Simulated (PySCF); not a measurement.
**Telling isomers of C4H4N4 apart by NMR**

Theoretical values (PySCF 2.14): σ from GIAO-PBE0/pcSseg-1, geometry: GFN2-xTB. One computed conformer, relativity neglected, no solvent, averaged over atoms made equivalent by symmetry, fast rotation or ring inversion.

Shifts are taken against calculated references (same method and geometry level): $^{1}$H and $^{13}$C vs TMS. Where no couplings were computed, multiplicities follow the n + 1 count of equivalent neighbours, and m marks all less simple cases (inequivalent or close neighbours, rings, F or P nearby). Shifts are as computed. Against solution values, carbons near 30 ppm lie about +3 ppm off and those near 130 ppm about +5 ppm (rms about the fit 2.1 ppm; single classes can miss by 10 ppm). Of 1328 compounds with measured shifts, 309 miss one by over three times the rms of a fit or turn the order of signals round; such compounds aren't used in these exercises. Signals without a measured value on file couldn't be tested in this way; 1H shifts scatter by 0.2 ppm about their fit, and single ones miss by 0.5 ppm.

(1) Tabulate the signals of `Cn1nncc1C#N`, `Cn1ncc(C#N)n1` and their relative energies.

(2) What is the quickest way to tell Cn1nncc1C#N from Cn1ncc(C#N)n1?

Answers

(1) 
```tsv
SMILES	carbon types	δC	δH	E rel. (kcal/mol)
Cn1nncc1C#N	2×C 1×CH 1×CH3	145.1, 119.2, 115.1, 35.0	8.13 (s, 1H), 4.33 (s, 3H)	6.1
Cn1ncc(C#N)n1	2×C 1×CH 1×CH3	146.7, 126.9, 117.2, 42.0	7.99 (s, 1H), 4.35 (s, 3H)	0.0
```

Energies are electronic energies at PBE0/pcSseg-1 on these geometries, without zero-point or thermal terms, each for the one conformer computed, which needn't be the lowest.

(2) Both give the same number of carbon signals, with the same numbers of each carbon type, so the positions decide. The first has a methyl carbon bonded to N (CH3) at 35.0 ppm, the second a substituted aromatic carbon next to a ring nitrogen (C) at 126.9 ppm. Their most deshielded carbons lie at 145.1 and 146.7 ppm.
